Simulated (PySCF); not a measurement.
How methods differ on the excitation energy of Al

Al [Ne] 3s2 3p1 (2P) → Al [Ne] 3s1 3p2 (4P), as a difference of total energies. Computed with PySCF 2.14 in aug-cc-pVQZ-DK (7s6p4d3f2g, 84 functions), with scalar relativity by spin-free X2C-1e. Correlated levels: valence: [Ne] frozen. The calculations carry no spin-orbit coupling.

Q: Order these methods by the excitation energy they give, lowest first.
A. UHF
B. BP86
C. SCS-MP2 (valence)
D. LDA

A: A (2.419 eV), C (3.514 eV), B (3.630 eV), D (3.699 eV).

Errors of the correlated levels include the incompleteness of this basis and the frozen core.

For comparison: 3.598 eV (measured; NIST levels, between the centres of gravity of the two terms).
